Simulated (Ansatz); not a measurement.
Input file for Ansatz (an electronic-structure program): R-SVWN5/def2-TZVPP on Ge2H4 (SMILES [GeH2]=[GeH2]).

Ansatz 0.2 input:
```yaml
crystal:
  periodic: [false, false, false]
  atoms:
    - {symbol: Ge, position_ang: [0.00000000, 0.00000000, 1.10945093]}
    - {symbol: H, position_ang: [-0.00000000, 1.29409907, 1.91678997]}
    - {symbol: H, position_ang: [0.00000000, -1.29409907, 1.91678997]}
    - {symbol: Ge, position_ang: [-0.00000000, -0.00000000, -1.10945093]}
    - {symbol: H, position_ang: [0.00000000, 1.29409907, -1.91678997]}
    - {symbol: H, position_ang: [-0.00000000, -1.29409907, -1.91678997]}
basis:
  gaussian:
    orbitals: def2-TZVPP
hamiltonian:
  xc: {name: SVWN5}
scf: {lower_state_search: off}
```

Output:

```
WARN ansatz: RAYON_NUM_THREADS=4 ignored (pool sized by the plan → 4); use --threads N
Functional definition: SVWN5
these checks for a lower state are left out or cut short: stability, starts, cluster_reference, orbital_swaps, neighbouring_geometries, increment
integrals: 0.07 GiB planned
952 factors; their error is unknown
mean field: 0.49 GiB planned
mean field evaluation 1: about -112926.8150 eV, gradient 3.7e1 eV
mean field evaluation 2: about -112927.2328 eV, gradient 4.1e1 eV
mean field evaluation 4: about -112928.2393 eV, gradient 1.0e0 eV
mean field evaluation 8: about -112928.2212 eV, gradient 5.3e-2 eV
mean field evaluation 16: about -112928.2212 eV, gradient 3.4e-6 eV
mean field -112928.22122767 eV, -4150.0355846194 hartree, gradient 3.4e-6 eV, S^2 0.000000; 0 other end points of the search recorded, 0 dependent functions left out
reference -112928.22126241 eV, -4150.0355858960 hartree; 34, 34 occupied and 118, 118 virtual orbitals, 952 factors
Total energy: -112928.22126241 eV, -4150.0355858960 hartree
Checks for a lower state left out: stability, starts, cluster_reference, orbital_swaps, neighbouring_geometries, increment
```

The calculation finished and met its thresholds.

Cost: around 1.3 core-seconds (rough).
